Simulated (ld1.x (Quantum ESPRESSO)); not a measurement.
# Ranking PAW potentials for Cl

All share these settings but for the change named:

```
Element                 : chlorine
Generator               : ld1.x (Quantum ESPRESSO) 7.5
Type                    : PAW
Functional              : LDA (PZ)
Relativity              : scalar-relativistic
Frozen core             : [Ne]
Valence charge          : 7
Reference configuration : 3s2 3p4 (charge +1)
Partial waves           : 3s (bound): rcut 1.10, rcutus 1.20 bohr; 3s channel at 0.65 Ry: rcut 1.10, rcutus 1.20 bohr; 3p (bound): rcut 1.40, rcutus 1.50 bohr; 3p channel at 0.2 Ry: rcut 1.40, rcutus 1.50 bohr
Local potential         : all-electron potential smoothed inside 1.05 bohr (lloc = -1)
Core correction         : Bessel-smoothed model core inside 0.65 bohr
Augmentation charge     : PSQ, inside the norm-conserving radii
```

Test errors are all-electron minus pseudo excitation energies from the reference, over 3s2 3p5; 3s2 3p3; 3s2 3p2; 3s2 3p4.5; 3s2 3p5.3; 3s1 3p5; 3s2 3p1. None of these files shows a bound ghost.

The base gives 76.9 meV.

Of 12 variants that were run, those that failed, showed a ghost or another fault, or gave nearly equal values are left out.

A variant can come out equal or close to the base, since the largest error may sit in a test that the change hardly touches while other tests move.

**Question.** Rank these variants by their largest absolute test error, smallest first.
A. type ultrasoft; local potential all-electron potential smoothed inside 1.40 bohr (lloc = -1); augmentation built from norm-conserving waves at rcut, not smoothed further
B. functional PBE
C. core correction Bessel-smoothed model core inside 0.62 bohr

**Answer.** B (67.3 meV), C (76.9 meV), A (119.0 meV).
